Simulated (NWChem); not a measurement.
SiH$_{2}$O$_{2}$BrCl; SMILES O[Si](O)(Cl)Br

```xyz
7

O     -1.2357    -0.9992     1.3788
Si    -0.4179    -0.5870     0.0041
O     -1.4119    -0.8244    -1.3031
Cl     1.2512    -1.7861    -0.0411
Br     0.2573     1.5470     0.0198
H     -2.1124    -0.5845     1.4711
H     -1.1319    -0.3904    -2.1288
```
Atoms are numbered in this order, from 1.

All runs: NWChem. Pople sets run with spherical d functions. The geometry was optimised at PBE-D3(BJ)/def2-SVP. Total energies compare along this basis series because the functional is fixed.

```tsv
level	basis functions	energy (Ha)	highest occupied level (eV)	orbital gap (eV)	dipole (D)
B3LYP/STO-3G	48	-3436.9677	-5.26	8.00	3.18
B3LYP/3-21G	70	-3458.7212	-8.38	[?]	[?]
B3LYP/6-31G*	100	-3475.3886	-8.40	7.90	2.43
B3LYP/6-311G**	144	-3475.7804	-8.53	7.79	2.47
```

Question: Some entries are withheld; supply them.

Answer: 
- B3LYP/3-21G, orbital gap (eV): 7.63
- B3LYP/3-21G, dipole (D): 3.25
